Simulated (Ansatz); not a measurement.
Isomers of C₂H₇BZn, relaxed with PBE0-D4/def2-TZVP in Ansatz; electronic energies, one conformer each and not always the lowest. Functionals use def2-TZVPP; CBS adds triple-zeta CCSD(T) − MP2 to the MP2 limit of def2-TZVPP and def2-QZVPP.

Outer-core shells of Zn are correlated without core-valence functions. Scalar relativity is left out up to krypton.

Problem. Order them by energy at frozen-core CCSD(T)/CBS, lowest first. (Estimate.)
A. `BC[CH2][ZnH]`
B. `[BH2][Zn][CH2]C`
C. `B[CH](C)[ZnH]`
D. `B[CH2][Zn][CH3]`

Solution. D (0.0 kJ/mol), C (45.7 kJ/mol), A (105.7 kJ/mol), B (131.2 kJ/mol).

Problem. How do B2PLYP, B3LYP, r2SCAN-D4, HF/CBS(def2) place them (kJ/mol, against `B[CH2][Zn][CH3]`)? (An estimate is asked.)

Solution. The calculation gave: 
```csv
isomer,B2PLYP,B3LYP,r2SCAN-D4,HF/CBS(def2)
`B[CH](C)[ZnH]`,47.3,46.9,42.0,44.0
`[BH2][Zn][CH2]C`,132.1,127.7,137.4,116.0
`BC[CH2][ZnH]`,105.3,103.0,104.6,89.1
```

B3LYP here is the variant with VWN-RPA as its local correlation; programs differ in this.
